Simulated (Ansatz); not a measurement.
A structure relaxed at PBE0-D4/def2-TZVP, charge 0, multiplicity 1:

```xyz
8

Cl    2.033    1.031   -2.531
Si    0.696    0.265   -1.191
B     0.555    0.595    0.633
Ge   -0.954   -0.499    1.105
H    -0.192   -0.640   -1.954
H     1.187    1.287    1.360
H    -1.718   -1.366    0.091
H    -1.608   -0.673    2.488
```

**Question.** Give its formula and SMILES.

**Answer.** BClGeH4Si, `Cl[SiH]1[BH][GeH2]1`.

**Question.** Point group (tolerance 0.08 Å, 0.16 Å for H)?

**Answer.** Cs.

**Question.** Summarise the bond lengths by kind.

**Answer.** 1 × Cl–Si 2.042 Å; 1 × B–Si 1.859 Å; 1 × Ge–Si 2.929 Å; 1 × H–Si 1.480 Å; 1 × B–Ge 1.923 Å; 1 × B–H 1.187 Å; 2 × Ge–H 1.538 to 1.539 Å.

Program: Ansatz 0.2.0.
